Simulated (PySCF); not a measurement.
# Shifts of the heteroatoms

Atom-mapped SMILES (the numbers label the heavy atoms): `[CH3:1][SiH2:2][O:3][Si@@H:4]([CH3:5])[Cl:6]`; H(Xn) means a hydrogen on atom n. Ha(Si2) is pro-R; Hb(Si2) is pro-S.

PySCF 2.14 calculation with geometry from GFN2-xTB and PBE0/pcSseg-1 with gauge-including orbitals; relativity neglected, one computed conformer, no solvent, one averaged value for each set of equivalent atoms.

Q: Predict the 29Si NMR data.

A: 
```json
{"atoms": "Si4", "environment": "silicon bonded to C, Cl, O, H", "σ (ppm)": "359.7", "δ (ppm)": "-15.7"}
{"atoms": "Si2", "environment": "silicon bonded to C, O, 2 H", "σ (ppm)": "369.0", "δ (ppm)": "-23.3"}
```

Shieldings were converted by a linear fit to measured shifts: 29Si: δ = 279.94 − 0.822σ (rms 8.9 ppm, 72 shifts, 25.8 ppm with the 6 outliers that the fit left out vs TMS, solution or neat liquid). A few per cent of atoms miss by over 2 rms, more outside the fitted compound classes.

On a 300 MHz spectrometer 29Si resonates near 59.6 MHz, so 1 ppm is 59.6 Hz.

Q: Where does 17O resonate?

A: 
| atoms | environment | σ (ppm) | δ (ppm) |
| --- | --- | --- | --- |
| O3 | oxygen bonded to 2 Si | 269.9 | 20.9 |

Shieldings were converted by a linear fit to measured shifts: 17O: δ = 266.70 − 0.911σ (rms 10.7 ppm, 155 shifts, 12.2 ppm with the 3 outliers that the fit left out vs liquid water, solution or neat liquid). Occasional misses reach two or three times the rms, and more in compound classes unlike the fitted ones.

On a 500 MHz spectrometer 17O resonates near 67.8 MHz, so 1 ppm is 67.8 Hz.
